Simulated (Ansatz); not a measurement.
H5OPSSi, SMILES `O[SiH2]PS`, one more setting.

```yaml
crystal:
  periodic: [false, false, false]
  atoms:
    - {symbol: O, position_ang: [-0.335956, 0.478955, -1.765706]}
    - {symbol: Si, position_ang: [0.886647, 0.379423, -0.669577]}
    - {symbol: P, position_ang: [0.420003, -0.933047, 1.105954]}
    - {symbol: S, position_ang: [-1.597765, -0.271183, 1.290313]}
    - {symbol: H, position_ang: [-1.170590, 0.819437, -1.435005]}
    - {symbol: H, position_ang: [1.207233, 1.710971, -0.088849]}
    - {symbol: H, position_ang: [2.052874, -0.174084, -1.398915]}
    - {symbol: H, position_ang: [0.137443, -2.103439, 0.353244]}
    - {symbol: H, position_ang: [-1.511289, 0.046766, 2.591342]}
basis:
  gaussian: {orbitals: cc-pVTZ}
hamiltonian: {xc: {name: rPW86-PBE}, dispersion: d3bj}
accuracy: high
output: {forces: true}
```

```sh
$ ansatz run in.yaml --threads 2 --pin off --events-out ev --progress --plain --max-ram 4352MiB
```

It prints (some lines left out):

```
Functional definition: rPW86-PBE
  name "rPW86-PBE"
  cite "Murray, Lee & Langreth, J. Chem. Theory Comput. 5, 2754 (2009) doi:10.1021/ct900365q"
  cite "Perdew, Burke & Ernzerhof, Phys. Rev. Lett. 77, 3865 (1996) doi:10.1103/PhysRevLett.77.3865"
  parent pbe
  exchange = rpw86_x
  correlation = pbe_c
3562 factors; integrals over basis functions are off by at most 3.4e-9 eV
mean field evaluation 1: about -30157.4719 eV, gradient 6.5e1 eV
mean field evaluation 2: about -30114.9949 eV, gradient 1.5e2 eV
mean field evaluation 4: about -30164.1828 eV, gradient 1.0e1 eV
mean field evaluation 8: about -30164.4931 eV, gradient 4.3e-1 eV
mean field evaluation 16: about -30164.4937 eV, gradient 1.8e-4 eV
mean field -30164.49370722 eV, -1108.5246975120 hartree, gradient 8.8e-8 eV, S^2 0.000000; 0 other end points of the search recorded, 0 dependent functions left out
the calculation of the forces begins
reference -30164.49372102 eV, -1108.5246980193 hartree; 29, 29 occupied and 173, 173 virtual orbitals, 3562 factors
Total energy: -30164.74772636 eV, -1108.5340325433 hartree
Atom 0 at    -0.335956     0.478955    -1.765706 Å, force    -0.299804    -0.091282    -0.795956 eV/Å
Atom 1 at     0.886647     0.379423    -0.669577 Å, force     0.631893     0.071496     0.347629 eV/Å
Atom 2 at     0.420003    -0.933047     1.105954 Å, force     0.575204    -0.215267     0.365358 eV/Å
Atom 3 at    -1.597765    -0.271183     1.290313 Å, force    -0.642073     0.115511    -0.185274 eV/Å
Atom 4 at    -1.170590     0.819437    -1.435005 Å, force    -0.387011     0.153099     0.131029 eV/Å
Atom 5 at     1.207233     1.710971    -0.088849 Å, force     0.054556     0.113065     0.063608 eV/Å
Atom 6 at     2.052874    -0.174084    -1.398915 Å, force     0.094497    -0.036091    -0.081249 eV/Å
Atom 7 at     0.137443    -2.103439     0.353244 Å, force    -0.035035    -0.183116    -0.125954 eV/Å
Atom 8 at    -1.511289     0.046766     2.591342 Å, force     0.007773     0.072587     0.280808 eV/Å
Dipole moment:    -0.067336     0.076578     0.166448 e Å
```

Run time 25 s (2 threads of an Intel Xeon on a shared host); peak host memory 1.1 GiB.
